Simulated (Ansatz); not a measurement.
`[CH3][AlH][C]#N` + `B[SiH2]C` → `B[SiH2][CH2][AlH][CH3]` + `C#N`  (formal exchange of groups at the Al–C bond)

Computed with Ansatz on PBE0-D4/def2-TZVP structures; ΔE is electronic, products minus reactants. CBS: MP2 limit from def2 TZ/QZ plus the TZ coupled-cluster correction, frozen cores. This one scheme is used for every species. DFT in def2-TZVPP. Each species was taken in one conformer, which may not be the lowest.

`[CH3][AlH][C]#N`:

```xyz
8

C    -0.286    0.389    1.198
Al    0.671    0.026   -0.444
C    -0.290   -0.838   -1.897
N    -0.874   -1.350   -2.751
H     0.186   -0.125    2.042
H    -0.260    1.458    1.434
H    -1.331    0.075    1.152
H     2.183    0.366   -0.733
```

`B[SiH2]C`:

Cartesian coordinates in Å:
```
B -0.368 -1.563 0.931
Si -0.647 0.179 -0.031
C 0.903 1.021 -0.671
H 0.700 -2.089 1.058
H -1.311 -2.129 1.404
H -1.380 1.102 0.889
H -1.575 -0.102 -1.171
H 1.433 0.372 -1.372
H 0.662 1.953 -1.187
H 1.583 1.255 0.150
```

`B[SiH2][CH2][AlH][CH3]`:

```xyz
15

B    -0.538    0.817   -1.646
Si    0.692   -0.750   -1.356
C     0.159   -1.685    0.178
Al    0.187   -0.428    1.668
C    -0.407    1.402    1.302
H    -1.724    0.638   -1.622
H    -0.164    1.919   -1.921
H     2.117   -0.328   -1.192
H     0.641   -1.582   -2.601
H     0.761   -2.580    0.353
H    -0.880   -2.004    0.021
H     0.725   -0.813    3.113
H    -1.023    1.514    0.397
H    -1.003    1.815    2.123
H     0.457    2.066    1.184
```

`C#N`:

Z-matrix (Å, degrees):
```
C
N 1 1.146
H 1 1.069 2 180.0
```

CCSD(T)/CBS gives +65.3 kJ/mol.

(1) Another level gave +67.0 kJ/mol. Which?
A. HF/def2-TZVPP
B. PBE/def2-TZVPP
C. PBE-D4/def2-TZVPP
D. CCSD/def2-TZVPP

Largest T1 diagnostic among the species: 0.014.

Results:

(1) B. PBE 67.0, CCSD/def2-TZVPP 71.1, PBE-D4 58.1, HF/def2-TZVPP 99.2 kJ/mol.

The D4 term adds −14.3 kJ/mol with B3LYP and −8.0 kJ/mol with PBE0; it sums over pairs of atoms, weighted by their polarisabilities, and B3LYP, whose exchange is more repulsive, gets the larger term. In def2-TZVPP, CCSD(T) changes the Hartree–Fock value by −32.7 kJ/mol (the triples alone add −4.5 kJ/mol) and MP2 by −33.7 kJ/mol.

B3LYP here is the variant with VWN-RPA as its local correlation; programs differ in this.
